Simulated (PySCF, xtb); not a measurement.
PbHCl, SMILES [Cl][PbH] (connectivity only; charge and spin as stated), neutral, multiplicity 1.

Harmonic wavenumbers (cm⁻¹) from GFN2-xTB (xtb) at its own minimum, in rising order: 265, 500, 1508.

Q: What does PySCF with B3LYP-D3(BJ)/def2-TZVP give at its own minimum? (Estimate from the structure and the level; the computed values follow.)

A: 301, 522, 1578. Paired by order, the mean absolute difference is 43 cm⁻¹ and the zero-point energies are 3.2 and 3.4 kcal/mol.
